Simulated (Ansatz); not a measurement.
Ideal-gas functions of `Br[B]1O[CH2][InH]1` at 500 K and 1 bar, from an Ansatz frequency run at PBE0-D4/def2-TZVP.

Molar mass 236.57 g/mol, point group Cs (symmetry number 1), electronic degeneracy 1, moments of inertia 118.068, 793.652, 908.541 u Å². Harmonic wavenumbers (cm⁻¹, unscaled): 127, 143, 276, 291, 349, 428, 434, 525, 601, 833, 934, 1133, 1199, 1338, 1474, 1827, 3073, 3138.

Use S(trans) = R[1.5 ln M + 2.5 ln T − 1.1517]; rotational temperatures θ = 24.2544 K / I; S(rot) = R[ln(√π/σ · √(T³/θAθBθC)) + 1.5]; for each mode x = 1.438777 ν̃/T, S = R[x/(eˣ − 1) − ln(1 − e⁻ˣ)] and H = RT x/(eˣ − 1); 1 cm⁻¹ = 0.0119627 kJ/mol; R = 8.31446 J/(mol·K).

By hand: the entropy, in J/(mol·K).

Translation 187.8. Rotation: θ = 0.2054, 0.0306, 0.0267 K, giving 130.9. Vibration, mode by mode: 16.73, 15.76, 10.45, 10.03, 8.62, 7.09, 6.99, 5.63, 4.72, 2.79, 2.22, 1.41, 1.21, 0.87, 0.64, 0.27, 0.01, 0.01, in all 95.4. Electronic 0.0. Sum 414.1 J/(mol·K).

By hand: H − E and G − E in kJ/mol, counted from the electronic energy.

Zero-point energy ½ × 18123 × 0.0119627 = 108.4; thermal vibration 25.7; translation, rotation and pV give 4 RT = 16.6. H − E = 150.7 kJ/mol, and G − E = 150.7 − 500 × 414.1/1000 = -56.3 kJ/mol.

Vibration gives 23 % of the entropy, 32.5 J/(mol·K) of it from the modes under 150 cm⁻¹: soft modes count most, and the harmonic formula is weakest for them.
